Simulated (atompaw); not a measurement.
# u(r) = r·R(r): atom against pseudo-atom (C (Z = 6))

Columns: radius, all-electron u(r) and pseudo u(r) of the 2s shell (level -13.75 eV) of carbon in the configuration [He] 2s2 2p2; PBE, scalar-relativistic, PAW (atompaw) scheme, atompaw 4.2.0.5.

```csv
r (bohr),all-electron,pseudo
0.115,-0.3438,0.0892
0.231,-0.2714,0.1775
0.346,-0.0621,0.2615
0.462,0.1704,0.3412
0.577,0.3752,0.4136
0.692,0.5399,0.4784
0.808,0.6636,0.5348
0.923,0.7467,0.5813
1.038,0.7962,0.6178
1.154,0.8182,0.6443
1.269,0.8187,0.6606
1.385,0.8029,0.6671
1.500,0.7757,0.6645
1.615,0.7405,0.6537
1.731,0.6999,0.6354
1.846,0.6567,0.6111
1.962,0.6119,0.5817
2.077,0.5675,0.5487
2.192,0.5241,0.5134
2.308,0.4817,0.4764
2.423,0.4418,0.4395
2.538,0.4040,0.4033
2.654,0.3683,0.3682
2.769,0.3354,0.3354
2.885,0.3046,0.3047
3.000,0.2765,0.2765
```

Question: How many radial nodes do the two functions have?

Answer: The all-electron 2s function has n − l − 1 = 1; the pseudo-wave has 0, since the states of the same l below it are removed with the core.

Question: Is the pseudo-wave norm-conserving?

Answer: No, it belongs to a PAW set: the norm inside the radius is not constrained, and the difference is carried by the augmentation charge.
